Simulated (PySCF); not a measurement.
A run for PySCF: R-M06-2X/def2-TZVPPD on CH4 (SMILES C) with ghost functions.

```python
from pyscf import gto, dft

mol = gto.M(
    atom='''
    C    -0.02753316    0.02287696    0.12921450
    H    -0.98491102   -0.49550397    0.09257225
    H     0.26732431    0.31149980   -0.87885060
    H    -0.11932324    0.91197809    0.75091302
    H     0.72671233   -0.63828296    0.55382927
    ghost-C   -0.39607926   -0.65552063    3.93208870
    ghost-C    0.43051175    0.62683397    3.90600992
    ghost-H    0.20083031   -1.50538289    4.26967905
    ghost-H   -0.78316541   -0.89724177    2.94073017
    ghost-H   -1.24961241   -0.56372390    4.60697807
    ghost-H    0.81641944    0.87108304    4.89784058
    ghost-H   -0.16575349    1.47627360    3.56628926
    ghost-H    1.28479603    0.53489239    3.23261874
    ''',
    basis='def2-tzvppd',
    charge=0, spin=0, verbose=4, max_memory=1800)
mf = dft.RKS(mol, xc='m062x').density_fit(auxbasis='def2-universal-jkfit')
mf.grids.level = 4
mf.conv_tol = 1e-9
mf.max_cycle = 150
mf.kernel()
mf.dip_moment()
```

**Question.** Predict the final total energy.

**Answer.** -40.5020 hartree.
